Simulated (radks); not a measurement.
Values are calculated unless marked as measured or tabulated.
Valence configurations of Cd I (all share [Kr]). Level of theory: scalar-relativistic Kohn-Sham, PBE, spin-unpolarised, spherical densities, finite nucleus; Fermi nuclear charge, rms radius 4.6087 fm (a radial shooting solver on a logarithmic mesh with Libxc functionals). Energies are relative to 4d10 5s2; eigenvalues in eV.

valence,E (eV),e(4d),e(5p),e(5s)
4d10 5s2,0.000,-11.734,-,-5.659
4d10 5s1 5p1,4.666,-13.663,-2.076,-6.928
4d9.5 5s2 5p0.5,5.799,-14.555,-1.904,-6.900
4d10 5p2,9.670,-15.279,-2.782,-
4d9 5s2 5p1,12.646,-17.262,-2.526,-7.999
4d8 5s2 5p2,29.454,-22.543,-3.658,-9.977
4d8 5s0.5 5p3.5,39.169,-24.542,-4.513,-11.140
4d7.5 5s2 5p2.5,39.415,-25.156,-4.190,-10.897
4d7.5 5s1.5 5p3,42.793,-25.811,-4.472,-11.277
4d7.5 5s1 5p3.5,46.219,-26.447,-4.741,-11.641

NIST lists [Kr] 4d10 5s2 as the ground configuration; this level of theory agrees among the configurations tried. The energies are those of spherical spin-averaged densities, not of single terms.
